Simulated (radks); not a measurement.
Values are calculated unless marked as measured or tabulated.
All-electron atom: Rb9+ in [Ar] 3d10. Level of theory: scalar-relativistic Kohn-Sham, r2SCAN, spin-polarised, spherical densities, finite nucleus; meta-GGA in the generalised Kohn-Sham scheme; Fermi nuclear charge, rms radius 4.2036 fm (a radial shooting solver on a logarithmic mesh with Libxc functionals).

Radial electron density D(r) = 4 pi r^2 rho(r):

| r (bohr) | D(r) (e/bohr) |
|---|---|
| 0.001921 | 1.747 |
| 0.002403 | 2.595 |
| 0.00303 | 3.873 |
| 0.003821 | 5.710 |
| 0.004781 | 8.187 |
| 0.006029 | 11.67 |
| 0.007543 | 16.06 |
| 0.009513 | 21.71 |
| 0.0119 | 28.04 |
| 0.01501 | 34.92 |
| 0.01893 | 41.09 |
| 0.02368 | 45.07 |
| 0.02986 | 46.02 |
| 0.03736 | 43.76 |
| 0.04712 | 39.92 |
| 0.05895 | 38.07 |
| 0.07434 | 41.19 |
| 0.09375 | 48.79 |
| 0.1173 | 54.86 |
| 0.1479 | 53.01 |
| 0.1851 | 43.12 |
| 0.2334 | 33.22 |
| 0.292 | 32.32 |
| 0.3682 | 37.57 |
| 0.4643 | 37.57 |
| 0.5809 | 28.08 |
| 0.7326 | 14.68 |
| 0.9166 | 5.433 |
| 1.156 | 1.265 |
| 1.446 | 0.1917 |
| 1.824 | 0.01474 |

D(r) has 3 maxima, at r = 0.0282, 0.126, 0.415 bohr, and minima at 0.0585, 0.265 bohr, inside which lie 2.07, 11.10 electrons.
